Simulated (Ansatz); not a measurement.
A search over several starts for the lowest SCF solution of Mg₄O₄⁻ at the given spin, in a small basis.

```yaml
crystal:
  periodic: [false, false, false]
  atoms:
    - {symbol: Mg, position_ang: [1.793145, -3.119291, 2.750774]}
    - {symbol: Mg, position_ang: [-1.061554, 1.882007, -1.643999]}
    - {symbol: Mg, position_ang: [-2.614345, 4.315960, -3.850697]}
    - {symbol: Mg, position_ang: [0.416702, -0.603199, 0.531229]}
    - {symbol: O, position_ang: [-1.819355, 3.109770, -2.729981]}
    - {symbol: O, position_ang: [2.453788, -4.385372, 3.885053]}
    - {symbol: O, position_ang: [-0.300341, 0.650681, -0.557466]}
    - {symbol: O, position_ang: [1.131979, -1.850566, 1.615097]}
basis:
  gaussian: {orbitals: def2-SVP, initial_orbitals: start.molden}
total_charge: -1
magnetization: {spin_polarized: true, initial_magnetization: 1}
hamiltonian: {xc: pbe, dispersion: d4}
output: {orbitals: {seedname: orbitals}}
```

The file start.molden holds the orbitals of an earlier run on this structure, at another level or in another basis.

```sh
$ ansatz run in.yaml --threads 4 --pin off --events-out ev --progress --plain --max-ram 4787MiB
```

Shortened log:

```
Functional definition: PBE
1288 factors; their error is unknown
mean field evaluation 1: about -29936.4199 eV, gradient 7.0e0 eV
mean field evaluation 2: about -29936.7941 eV, gradient 5.1e-1 eV
mean field evaluation 4: about -29936.7203 eV, gradient 2.3e-2 eV
mean field evaluation 8: about -29936.7190 eV, gradient 4.0e-1 eV
mean field evaluation 16: about -29936.7158 eV, gradient 7.3e-1 eV
mean field evaluation 32: about -29936.7158 eV, gradient 7.3e-1 eV
mean field evaluation 64: about -29933.7372 eV, gradient 1.6e1 eV
mean field evaluation 96: about -29936.5655 eV, gradient 4.2e0 eV
mean field evaluation 128: about -29936.6332 eV, gradient 3.4e0 eV
mean field evaluation 160: about -29936.7203 eV, gradient 5.8e-3 eV
mean field evaluation 192: about -29936.7203 eV, gradient 1.3e-3 eV
mean field evaluation 224: about -29936.7203 eV, gradient 4.1e-5 eV
mean field evaluation 256: about -29936.7203 eV, gradient 2.0e-5 eV
mean field -29936.72035370 eV, -1100.1541811605 hartree, gradient 5.3e-7 eV, S^2 0.759548; 9 other end points of the search recorded, 0 dependent functions left out
reference -29936.72040720 eV, -1100.1541831267 hartree; 41, 40 occupied and 87, 88 virtual orbitals, 1288 factors
Total energy: -29936.90971629 eV, -1100.1611401075 hartree
```

Run time 3.4 min (4 threads of Arm Neoverse V2 on a shared host).

The gap within one spin of the charge -1 doublet nearly closes, so an electron or hole may be smeared out by delocalisation error. Another isomer (doublet) lies 2.23 eV lower at PBE-D4/def2-TZVPD; other spin states weren't run for this one.
